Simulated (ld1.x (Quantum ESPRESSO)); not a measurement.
# Before and after: TM potential for carbon

- Element: carbon
- Generator: ld1.x (Quantum ESPRESSO) 7.5
- Type: norm-conserving Troullier–Martins (Kleinman–Bylander form)
- Functional: LDA (PZ)
- Relativity: scalar-relativistic
- Frozen core: [He]
- Valence charge: 4
- Reference configuration: 2s2 2p2
- Partial waves: 2s (bound): rc 1.10 bohr; 2p (bound): rc 2.10 bohr
- Local potential: all-electron potential smoothed inside 1.65 bohr (lloc = -2)
- Core correction: Bessel-smoothed model core, default radius (core density twice the valence density)

Change: all radii but the core radius scaled by about 1.29 (s 1.42, p 2.70 bohr); local potential all-electron potential smoothed inside 2.12 bohr (lloc = -2).

Cutoffs: the cutoffs (Ry, on a coarse ladder) from which the occupation-weighted sum of valence levels, in a spherical-Bessel basis at the reference potential, stays within 10 and 1 mRy of its value at 400 Ry; they do not see the model core or the augmentation charge, which bear on the density cutoff. Errors are all-electron minus pseudo energies relative to the spin-unpolarised reference configuration.

Question: Predict the effect on cutoff, ghosts and configuration errors.

Answer: The potential gets softer (35 Ry and 90 Ry → 30 Ry and 60 Ry); the bound ghost in s disappears; of the 9 tests that both files solve, the error grows in 8 and shrinks in 1 by more than 15 % and 0.3 meV (median size 21.2 → 85.1 meV). A larger radius leaves more room for a smooth pseudo-wave, so fewer plane waves are needed.

```tsv
quantity	base	changed
cutoff, loose	35 Ry	30 Ry
cutoff, tight	90 Ry	60 Ry
loose cutoff by channel (10 mRy a level)	s 30 Ry, p 25 Ry	s 21 Ry, p 18 Ry
bound ghosts	s	none
error for 2s2 2p1, meV [ΔE 10.99 eV]	+14	+91
error for 2s2 2p0, meV [ΔE 35.25 eV]	+187	+806
error for 2s1 2p0, meV [ΔE 83.22 eV]	+420	+1527
error for 2s1 2p2, meV [ΔE 19.48 eV]	-40	-102
error for 2s0 2p4, meV [ΔE 16.52 eV]	+15	-63
error for 2s1 2p3, meV [ΔE 8.24 eV]	+3.1	-16
error for 2s2 2p2.3, meV [ΔE -1.20 eV]	-0.1	+1.1
error for 2s2 2p2 (spin-polarised), meV [ΔE -1.13 eV]	+27	+12
error for 2s2 2p1 (spin-polarised), meV [ΔE 10.59 eV]	+21	+85
```

 A true bound ghost makes a file unfit for plane-wave use even where its test errors are small: the radial tests pick states by their node count and pass the ghost by.
